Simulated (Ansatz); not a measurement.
Reaction (hydrogenolysis of the Si–O bond): `CO[SiH]1OC1=N` + H₂ → `N=C1O[SiH2]1` + CH₃OH

Gas-phase electronic energies from Ansatz, PBE0-D4/def2-TZVP geometries. CBS: MP2 limit from def2 TZ/QZ plus the TZ coupled-cluster correction, frozen cores. This one scheme is used for every species. DFT in def2-TZVPP. B3LYP here is the variant with VWN-RPA as its local correlation; programs differ in this. Each species was taken in one conformer, which may not be the lowest.

```
             level  ΔE (kJ/mol)  difference from CCSD(T)/CBS
            PBE-D4         95.0                        -10.2
         r2SCAN-D4        106.2                          1.0
          B3LYP-D4        105.3                          0.1
           ωB97X-V        103.0                         -2.2
           ωB97M-V        105.2                          0.0
            B2PLYP        103.1                         -2.1
               PBE         88.2                        -17.0
            r2SCAN        104.1                         -1.1
              PBE0         89.2                        -16.0
    MP2/def2-TZVPP        112.7                          7.5
SCS-MP2/def2-TZVPP        108.5                          3.3
     HF/def2-QZVPP         94.4                        -10.8
    MP2/def2-QZVPP        113.0                          7.8
SCS-MP2/def2-QZVPP        108.8                          3.6
      HF/CBS(def2)         94.5                        -10.7
     MP2/CBS(def2)        113.1                          7.9
       CCSD(T)/CBS        105.2                            0
```

Largest T1 diagnostic among the species: 0.017.

In def2-TZVPP, CCSD(T) changes the Hartree–Fock value by +10.5 kJ/mol (the triples alone add +3.2 kJ/mol) and MP2 by +18.4 kJ/mol. The D4 term adds +10.7 kJ/mol with B3LYP and +6.1 kJ/mol with PBE0; it sums over pairs of atoms, weighted by their polarisabilities, and B3LYP, whose exchange is more repulsive, gets the larger term.
